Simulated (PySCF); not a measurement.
Allylcyclopentane, C₈H₁₄.
Geometry (PBE0-D3(BJ)/def2-SVP, Å), atoms numbered from 1 in this order:
```
atom  x, y, z in Å
C1     3.2480   -0.9895   -0.3381
C2     2.2216   -0.4295   -0.9797
C3     1.3490    0.6599   -0.4428
C4    -0.1180    0.2555   -0.3253
C5    -1.0420    1.3594    0.1882
C6    -2.3361    0.6276    0.5587
C7    -1.9066   -0.8131    0.9294
C8    -0.3957   -0.8830    0.6581
H9     3.5355   -0.6637    0.6671
H10    3.8404   -1.7892   -0.7905
H11    1.9675   -0.7918   -1.9849
H12    1.4183    1.5403   -1.1075
H13    1.7192    0.9827    0.5460
H14   -0.4773   -0.0548   -1.3260
H15   -0.5851    1.8136    1.0855
H16   -1.1941    2.1708   -0.5405
H17   -2.8796    1.1308    1.3724
H18   -3.0185    0.6110   -0.3056
H19   -2.1413   -1.0609    1.9754
H20   -2.4472   -1.5468    0.3119
H21   -0.0631   -1.8634    0.2864
H22    0.1728   -0.6896    1.5850
```

Method: PBE0-D3(BJ)/def2-SVP geometry optimisation, gas phase in PySCF.

Take the most abundant isotopes and a rigid rotor. The values belong to one conformer with, in the numbering `[CH2:1]=[CH:2][CH2:3][CH:4]1[CH2:5][CH2:6][CH2:7][CH2:8]1`, C1–C2–C3–C4 -119°, C2–C3–C4–C5 -179°, C3–C4–C5–C6 -166°, C4–C5–C6–C7 28°, C5–C6–C7–C8 -4°, C6–C7–C8–C4 -21°.

Task: Give the principal moments of inertia and the rotational constants in MHz.

Result: Ia = 106.21, Ib = 454.29, Ic = 520.83 u·Å²; 505379 MHz·u·Å²/I gives A = 4758, B = 1112, C = 970.3 MHz.

Task: Classify the top.

Result: A near-prolate asymmetric top: κ = (2 × 1112 − 4758 − 970.3)/(4758 − 970.3) ≈ -0.92.

Task: What does the inertial defect say?

Result: Not planar: Δ = Ic − Ia − Ib = -39.67 u·Å². For a rigid frame Δ = −2 Σ m c², so Σ m c² = 19.83 u·Å² lies off the ab plane: 14.42 from hydrogen and 5.42 from heavier atoms. The atom farthest from that plane is 1.53 Å away.

Task: List the rotational levels J(Ka,Kc) to J = 3 (MHz).

Result: Above 0(0,0):
J = 1: 1(0,1) 2083, 1(1,1) 5729, 1(1,0) 5871
J = 2: 2(0,2) 6244, 2(1,2) 9752, 2(1,1) 10178, 2(2,1) 21116, 2(2,0) 21120
J = 3: 3(0,3) 12476, 3(1,3) 15785, 3(1,2) 16637, 3(2,2) 27364, 3(2,1) 27384, 3(3,1) 45951, 3(3,0) 45951
Those of J = 1 are B + C, A + C and A + B.

Task: Which types of transition are allowed, and where do some lines up to J = 3 fall?

Result: The dipole components are |μa| = 0.33 D, |μb| = 0.15 D, |μc| = 0.13 D. Intensities carry the squares of the components, which stand as 1.00 : 0.19 : 0.15 (a : b : c). Some lines, for components of 0.1 D or more:

```json
{"type": "a", "branch": "Q", "J(Ka,Kc)": "3(1,2) ← 3(1,3)", "MHz": "853", "lower level (cm⁻¹)": "0.527"}
{"type": "c", "branch": "Q", "J(Ka,Kc)": "3(1,3) ← 3(0,3)", "MHz": "3308", "lower level (cm⁻¹)": "0.416"}
{"type": "c", "branch": "Q", "J(Ka,Kc)": "2(1,2) ← 2(0,2)", "MHz": "3508", "lower level (cm⁻¹)": "0.208"}
{"type": "b", "branch": "Q", "J(Ka,Kc)": "1(1,0) ← 1(0,1)", "MHz": "3788", "lower level (cm⁻¹)": "0.069"}
{"type": "a", "branch": "R", "J(Ka,Kc)": "2(1,2) ← 1(1,1)", "MHz": "4023", "lower level (cm⁻¹)": "0.191"}
{"type": "b", "branch": "Q", "J(Ka,Kc)": "3(1,2) ← 3(0,3)", "MHz": "4161", "lower level (cm⁻¹)": "0.416"}
{"type": "c", "branch": "R", "J(Ka,Kc)": "1(1,0) ← 0(0,0)", "MHz": "5871", "lower level (cm⁻¹)": "0.000"}
{"type": "a", "branch": "R", "J(Ka,Kc)": "3(1,3) ← 2(1,2)", "MHz": "6033", "lower level (cm⁻¹)": "0.325"}
{"type": "a", "branch": "R", "J(Ka,Kc)": "3(0,3) ← 2(0,2)", "MHz": "6232", "lower level (cm⁻¹)": "0.208"}
{"type": "a", "branch": "R", "J(Ka,Kc)": "3(2,2) ← 2(2,1)", "MHz": "6248", "lower level (cm⁻¹)": "0.704"}
{"type": "c", "branch": "R", "J(Ka,Kc)": "3(1,2) ← 2(0,2)", "MHz": "10393", "lower level (cm⁻¹)": "0.208"}
{"type": "b", "branch": "Q", "J(Ka,Kc)": "2(2,1) ← 2(1,2)", "MHz": "11364", "lower level (cm⁻¹)": "0.325"}
{"type": "b", "branch": "Q", "J(Ka,Kc)": "3(2,2) ← 3(1,3)", "MHz": "11579", "lower level (cm⁻¹)": "0.527"}
{"type": "b", "branch": "R", "J(Ka,Kc)": "2(2,1) ← 1(1,0)", "MHz": "15245", "lower level (cm⁻¹)": "0.196"}
{"type": "c", "branch": "R", "J(Ka,Kc)": "2(2,0) ← 1(1,0)", "MHz": "15249", "lower level (cm⁻¹)": "0.196"}
{"type": "c", "branch": "Q", "J(Ka,Kc)": "3(3,1) ← 3(2,1)", "MHz": "18566", "lower level (cm⁻¹)": "0.913"}
{"type": "b", "branch": "Q", "J(Ka,Kc)": "3(3,0) ← 3(2,1)", "MHz": "18566", "lower level (cm⁻¹)": "0.913"}
{"type": "b", "branch": "Q", "J(Ka,Kc)": "3(3,1) ← 3(2,2)", "MHz": "18587", "lower level (cm⁻¹)": "0.913"}
{"type": "c", "branch": "R", "J(Ka,Kc)": "3(3,0) ← 2(2,0)", "MHz": "24831", "lower level (cm⁻¹)": "0.704"}
{"type": "c", "branch": "R", "J(Ka,Kc)": "3(3,1) ← 2(2,1)", "MHz": "24835", "lower level (cm⁻¹)": "0.704"}
```

Task: Estimate the classical rotational partition function at 10 K, 25 K and 200 K.

Result: Point group C1, symmetry number σ = 1; q = (√π/σ)·√((kT/h)³/(ABC)), k/h = 20836.6 MHz/K: 2350 at 10 K, 9300 at 25 K, 210000 at 200 K.

Not checked by PBE0-D3(BJ)/def2-SVP frequencies. Constants of a rigid frame at the computed geometry: no zero-point averaging, no centrifugal distortion.
